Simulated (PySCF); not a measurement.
# Electron correlation in P (phosphorus, neutral)

[Ne] 3s1 3p3 3d1, high-spin 6D determinant (an excited configuration). All numbers are calculated (PySCF 2.14, scalar relativity by spin-free X2C-1e, in aug-cc-pCVTZ-DK (8s7p5d3f, 75 functions)). Frozen: 1s2; 13 electrons correlated.

MP2 pair energies summed by pair of shells (mhartree):

| pair | energy | share (%) |
| --- | --- | --- |
| 2p-2p | -185.00 | 59.1 |
| 2s-2p | -58.06 | 18.5 |
| 2p-3p | -19.04 | 6.1 |
| 3p-3p | -16.18 | 5.2 |
| 2s-2s | -9.75 | 3.1 |
| 3p-3d | -8.75 | 2.8 |
| 2p-3s | -6.63 | 2.1 |
| 3s-3p | -3.75 | 1.2 |
| 2s-3p | -3.08 | 1.0 |
| 2s-3s | -1.10 | 0.4 |
| 3s-3d | -0.93 | 0.3 |
| 2p-3d | -0.76 | 0.2 |
| 2s-3d | -0.11 | 0.0 |

Total MP2 correlation energy: -313.13 mhartree.

Same-spin part -106.35 and opposite-spin part -206.78 mhartree; SCS-MP2 scales them by 1/3 and 6/5 to -283.59 mhartree.
